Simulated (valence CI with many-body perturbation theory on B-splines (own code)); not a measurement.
Lu²⁰⁺: magnetic and hyperfine properties of the levels

Calculated by relativistic CI+MBPT: five valence electrons over a frozen Dirac-Fock core [Kr] 4d10, radial functions for each j: 7 s, 7 p, 7 d, 7 f, 4 g, 2 h, with the one-electron correlation potential Σ1 (screened to all orders), the two-electron term Σ2, the three-electron term Σ3, Breit, model QED; selected single and double excitations, second order for the rest (own B-spline code, finite nucleus).

No measured spectrum was set against this ion. As an estimate, terms of the open shell hold to a few per cent of their energy, and close levels can change places. Core correlation moves these levels by up to 2900 cm⁻¹, and in measured spectra 5 to 20 % of such shifts remained as error; rates that hang on mixing are uncertain with them. Among the levels kept, up to 900 cm⁻¹ of a level comes from second order outside the variational space, and about a tenth of that is noise between levels of different J, which matters for small intervals. Only levels of the ground parity were solved; by the run's estimate the other parity begins above the list, which can be wrong where configurations are misplaced.

A/g_I is the dipole constant over the nuclear g factor μ/I (μ in nuclear magnetons, uniformly magnetised nucleus), B/Q the quadrupole constant per barn. Both hold the static response of the core; the bare values leave it out. Large factors of s and p1/2 electrons are usually good to 5 to 10 %; those of open d and f shells near neutrality can be off by tens of per cent, and small factors of p3/2, d and f electrons come from cancelling terms and can be off by a factor of two or in sign, in half-filled shells by more. B is blank for J = 1/2, where it vanishes, and for nearly pure S terms. Energies count from the lowest level.

Names give the largest LS component (configuration and term), which can be under half, so a name can repeat, a term be missing and a line seem to break the LS rules; names also repeat where a configuration has a term twice. Letters in brackets count levels of one name in rising energy.

```tsv
Level	E (eV)	g	A/g_I (MHz)	A/g_I bare	B/Q (MHz/b)	B/Q bare
4f⁵ ⁶H°_5/2	0.0000	0.349	4150	3260	-2580	-2220
4f⁵ ⁶H°_7/2	0.7605	0.843	2450	2290	-2200	-1900
4f⁵ ⁶H°_9/2	1.513	1.068	1710	1880	-2200	-1920
4f⁵ ⁶H°_11/2	2.221	1.188	1360	1710	-2460	-2150
4f⁵ ⁶F°_3/2	2.273	1.012	2330	2510	-349	-294
4f⁵ ⁶F°_1/2	2.276	-0.591	8640	6620		
4f⁵ ⁶F°_5/2	2.373	1.226	1440	1900	-568	-492
4f⁵ ⁶H°_13/2	2.868	1.257	1190	1660	-2900	-2550
4f⁵ ⁶F°_7/2	3.011	1.355	775	1380	81.8	48.8
4f⁵ ⁶H°_15/2	3.422	1.290	1140	1680	-3390	-2990
4f⁵ ⁶F°_9/2	3.750	1.407	556	1220	767	628
4f⁵ ⁶F°_11/2	4.495	1.429	503	1210	1550	1300
4f⁵ ⁴G°_5/2 [a]	4.740	0.859	2700	2620	-2180	-1880
4f⁵ ⁴M°_15/2	5.284	0.917	2330	2300	1540	1290
4f⁵ ⁴F°_3/2	5.394	0.496	3820	3170	-179	-157
4f⁵ ⁴I°_9/2	5.923	0.774	2740	2490	-1520	-1300
4f⁵ ⁴L°_13/2 [a]	5.976	0.938	2270	2280	-167	-167
4f⁵ ⁴K°_11/2	6.005	0.885	2410	2330	-878	-761
4f⁵ ⁴G°_7/2 [a]	6.038	1.059	1890	2070	-2010	-1750
4f⁵ ⁴P°_5/2	6.470	1.398	858	1570	-1890	-1640
4f⁵ ⁴M°_17/2	6.499	0.999	2030	2120	2340	1980
4f⁵ ⁴K°_15/2 [a]	7.093	1.034	1900	2030	-334	-308
4f⁵ ⁴G°_9/2	7.197	1.131	1630	1920	-1370	-1210
4f⁵ ²P°_1/2	7.247	0.382	5910	5430		
4f⁵ ⁴F°_5/2	7.300	0.955	2270	2310	233	190
4f⁵ ⁴M°_19/2	7.326	1.069	1820	2020	2640	2250
4f⁵ ⁶P°_3/2	7.370	1.984	-2040	-641	430	357
4f⁵ ⁴L°_13/2 [b]	7.651	0.941	2170	2160	-913	-776
4f⁵ ⁴L°_15/2	7.700	1.041	1890	2040	31.2	11.0
4f⁵ ⁴M°_21/2	7.828	1.114	1720	1990	2840	2410
4f⁵ ⁴I°_11/2	7.905	0.978	2060	2110	-937	-798
4f⁵ ⁴H°_11/2	7.961	1.068	1770	1950	-206	-181
4f⁵ ⁴H°_7/2	8.161	1.027	1750	1850	94.0	72.1
4f⁵ ⁴K°_13/2	8.233	1.000	2040	2130	-1210	-1030
4f⁵ ⁴D°_7/2	8.244	1.145	1360	1630	672	575
4f⁵ ⁴L°_17/2	8.247	1.053	1900	2080	-85.3	-84.0
4f⁵ ²G°_9/2	8.298	1.106	1660	1910	1250	1060
4f⁵ ⁶P°_5/2	8.621	1.501	347	1180	-1660	-1430
4f⁵ ⁴F°_7/2	8.677	1.252	1160	1610	857	712
4f⁵ ⁴D°_3/2	8.740	1.387	593	1230	-106	-80.2
```

Problem. Take the isotope of mass number 175, with I = 7/2, μ = 2.2257 μN and Q = 3.49 b. What is the hyperfine structure of 4f⁵ ⁶F°_1/2?

Solution. From the table A = 5490 MHz. Shifts from the centre of gravity in MHz: F = 3: -12400, F = 4: 9610.
